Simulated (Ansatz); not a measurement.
Cost and result for the atomization energy of C14H14 (`c1ccc(CCc2ccccc2)cc1`) (28 atoms, 29 bonds).

```xyz
28

C    -1.513   -2.370    2.026
C    -1.133   -3.103    0.912
C    -0.078   -2.671    0.123
C     0.615   -1.504    0.430
C     1.711   -1.011   -0.466
C     1.180   -0.191   -1.655
C     0.466    1.054   -1.223
C     1.180    2.212   -0.928
C     0.536    3.351   -0.471
C    -0.841    3.348   -0.300
C    -1.564    2.202   -0.592
C    -0.914    1.066   -1.049
C     0.225   -0.778    1.552
C    -0.829   -1.206    2.344
H    -2.336   -2.706    2.646
H    -1.657   -4.018    0.659
H     0.216   -3.251   -0.746
H     2.407   -0.392    0.107
H     2.281   -1.860   -0.855
H     2.022    0.070   -2.302
H     0.505   -0.819   -2.244
H     2.258    2.221   -1.062
H     1.109    4.244   -0.251
H    -1.348    4.238    0.056
H    -2.641    2.190   -0.462
H    -1.484    0.168   -1.264
H     0.748    0.139    1.798
H    -1.119   -0.626    3.213
```

The species carries charge 0 and has multiplicity 1. The structure was optimised at the PBE0-D4/def2-TZVP level. It is one conformer, not always the lowest. Program: Ansatz. All runs use 10 threads of an AMD EPYC 7R13 on a shared host and a whole NVIDIA H100 80 GB. Times are those of one run each, without the atoms' runs, and a repeat can differ threefold. Electronic energies, without spin–orbit coupling; frozen cores. CCSD(T)/CBS adds CCSD(T) − MP2 in def2-TZVPP to the MP2 limit, and its time is that of the two runs behind it. T1 = 0.010; the RHF reference is unstable towards UHF. B3LYP takes the VWN-RPA correlation (the form of Gaussian; ORCA's B3LYP/G).

CCSD(T)/CBS is a level of theory with its own doubt, some kJ/mol a heavy atom from the limit and from the frozen cores, so smaller differences don't rank the functionals.

```tsv
level	functions	wall time	atomization (kcal/mol)	difference from CCSD(T)/CBS	per bond
LDA (SPW92)/def2-TZVPP	630	2.5 s	3696.8	498.3	17.2
BHLYP-D4/def2-TZVPP	630	2.5 s	3122.6	-75.9	-2.6
PBE0-D4/def2-TZVPP	630	2.5 s	3265.6	67.1	2.3
r2SCANh-D4/def2-TZVPP	630	2.7 s	3215.2	16.7	0.6
r2SCAN-D4/def2-TZVPP (with forces)	630	3.3 s	3232.7	34.2	1.2
B3LYP-D4/def2-TZVPP (with forces)	630	3.4 s	3215.9	17.4	0.6
B97M-V/def2-TZVPP	630	3.5 s	3223.7	25.2	0.9
ωB97X-V/def2-TZVPP	630	3.5 s	3208.0	9.5	0.3
PBE-QIDH/def2-TZVPP	630	4.8 s	3229.5	31.0	1.1
CCSD(T)/def2-SVP	266	6 s	3098.3	-100.2	-3.5
MP2/def2-QZVPP	1218	9 s	3257.4	58.9	2.0
CCSD(T)/def2-TZVPP	630	100 s	3127.4	-71.1	-2.5
CCSD(T)/CBS(def2)	–	110 s	3198.5	0.0	0.0
```

In def2-TZVPP, CCSD(T) changes the Hartree–Fock value by +734.0 kcal/mol (the triples alone add +58.6 kcal/mol) and MP2 by +822.4 kcal/mol; breaking electron pairs costs correlation energy, which Hartree–Fock lacks. From BLYP to BHLYP (50 % exact exchange), in def2-TZVPP and without D4, the atomization energy moves by −68.4 kcal/mol: exact exchange takes away binding that semilocal exchange gives to molecules. At CCSD(T), def2-SVP lies −100.3 kcal/mol from the extrapolated value and def2-TZVPP −71.1 kcal/mol: correlation converges slowly with the basis, and small sets miss more of it in the bonded molecule than in its fragments.
